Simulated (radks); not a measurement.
Problem. The mean radii <r> (bohr) of the occupied orbitals of an atom or ion are listed with their occupations. All-electron calculation, scalar-relativistic Kohn-Sham, PBE, spin-unpolarised, spherical densities, finite nucleus; Fermi nuclear charge, rms radius of each element as measured or else 0.836 A^(1/3) + 0.57 fm. Program: a radial shooting solver on a logarithmic mesh with Libxc functionals.

| orbital | occ. | <r> |
|---|---|---|
| 1s | 2 | 0.01899 |
| 2s | 2 | 0.08038 |
| 2p | 6 | 0.07172 |
| 3s | 2 | 0.2087 |
| 3p | 6 | 0.2085 |
| 3d | 10 | 0.1890 |
| 4s | 2 | 0.4683 |
| 4p | 6 | 0.4977 |
| 4d | 10 | 0.5353 |
| 5s | 2 | 1.124 |
| 5p | 6 | 1.304 |
| 4f | 14 | 0.6694 |

Name the element and its charge.

Solution. Z = 72, hafnium, charge +4: Hf4+ in [Xe] 4f14. The 1s radius gives Z: for a bare nucleus <r> = (2 gamma + 1)/(2Z) with gamma = sqrt(1 - (Z/c)^2), 0.01876 bohr for Z = 72, and screening makes it slightly larger (0.01899 here). The occupations add up to 68, and the charge is Z minus that.
